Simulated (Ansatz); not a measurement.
Reaction (redistribution): `C1C[SiH2]1` + `BC/N=C/[SeH]` → `BC[SiH]1CC1` + `N=C[SeH]`

Gas-phase electronic energies from Ansatz, PBE0-D4/def2-TZVP geometries. CBS: MP2 limit from def2 TZ/QZ plus the TZ coupled-cluster correction, frozen cores. Functionals use def2-TZVPP. B3LYP here is the variant with VWN-RPA as its local correlation; programs differ in this. For Se outer-core shells are correlated without core-valence functions, which leaves a few kJ/mol of doubt a bond. Scalar relativity is left out up to krypton. Each species was taken in one conformer, which may not be the lowest.

```tsv
level	ΔE (kcal/mol)	difference from CCSD(T)/CBS
PBE-D4	-20.7	-1.5
r2SCAN-D4	-20.8	-1.6
PBE0-D4	-20.1	-0.9
ωB97X-V	-17.7	1.5
ωB97M-V	-19.6	-0.4
B2PLYP	-17.5	1.7
PBE	-19.9	-0.7
r2SCAN	-20.6	-1.4
PBE0	-19.4	-0.2
B3LYP	-16.5	2.7
CCSD/def2-TZVPP	-17.7	1.5
CCSD(T)/def2-TZVPP	-18.7	0.5
HF/def2-QZVPP	-12.5	6.7
HF/CBS(def2)	-12.5	6.7
MP2/CBS(def2)	-20.1	-0.9
CCSD/CBS(def2)	-18.2	1.0
CCSD(T)/CBS	-19.2	0
```

Largest T1 diagnostic among the species: 0.012.

The D4 term adds −1.3 kcal/mol with B3LYP and −0.7 kcal/mol with PBE0; it sums over pairs of atoms, weighted by their polarisabilities, and B3LYP, whose exchange is more repulsive, gets the larger term. In def2-TZVPP, CCSD(T) changes the Hartree–Fock value by −6.3 kcal/mol (the triples alone add −1.0 kcal/mol) and MP2 by −7.2 kcal/mol.
